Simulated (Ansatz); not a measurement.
Other settings, tried on the cluster Mg₂Se⁺.

```yaml
crystal:
  periodic: [false, false, false]
  atoms:
    - {symbol: Mg, position_ang: [-0.246743, -1.891086, 0.883286]}
    - {symbol: Mg, position_ang: [-0.499246, 1.940570, -0.634210]}
    - {symbol: Se, position_ang: [0.745990, -0.049484, -0.249076]}
basis:
  gaussian: {orbitals: 6-31G, final_grid: {core_spheres: 5, valence_spheres: 4, degree: 11}}
total_charge: 1
magnetization: {spin_polarized: false, initial_magnetization: 1}
hamiltonian: {xc: {name: RPBE}, dispersion: d4, pseudopotentials: {relativity: scalar}}
scf: {lower_state_search: light}
output: {forces: true}
```

```sh
$ ansatz run in.yaml --threads 4 --pin off --events-out ev --progress --plain --max-ram 3916MiB
```

Shortened log:

```
Functional definition: RPBE
660 factors; their error is unknown
mean field evaluation 1: about -76827.5453 eV, gradient 5.0e1 eV
mean field evaluation 2: about -76750.1139 eV, gradient 1.1e2 eV
mean field evaluation 4: about -76837.3162 eV, gradient 1.4e1 eV
mean field evaluation 8: about -76838.5374 eV, gradient 2.1e-1 eV
mean field evaluation 16: about -76838.4277 eV, gradient 4.1e-4 eV
mean field evaluation 32: about -76838.5375 eV, gradient 1.4e-1 eV
mean field evaluation 64: about -76827.3832 eV, gradient 2.4e1 eV
mean field evaluation 96: about -76832.1124 eV, gradient 6.1e0 eV
mean field evaluation 128: about -76807.0600 eV, gradient 1.8e1 eV
mean field -76838.42765526 eV, -2823.7601333741 hartree, gradient 9.0e-6 eV, S^2 0.750000; 13 other end points of the search recorded, 0 dependent functions left out
reference -76838.42769559 eV, -2823.7601348562 hartree; 29, 28 occupied and 26, 27 virtual orbitals, 660 factors
Total energy: -76838.74238079 eV, -2823.7716993239 hartree
Relativity: scalar
Atom 0 at    -0.246743    -1.891086     0.883286 Å, force    -0.154555    -0.573317     0.296633 eV/Å
Atom 1 at    -0.499246     1.940570    -0.634210 Å, force    -0.231806     0.598946    -0.167632 eV/Å
Atom 2 at     0.745990    -0.049484    -0.249076 Å, force     0.386361    -0.025629    -0.129001 eV/Å
Dipole moment:    -1.248421     0.082812     0.416831 e Å
```

Run time 2.6 s (4 threads of Arm Neoverse V1 on a shared host).

The 6-31G sets use Cartesian d functions.

With spin_polarized false and unpaired electrons the run is restricted open-shell.

The dipole of an ion depends on the origin.
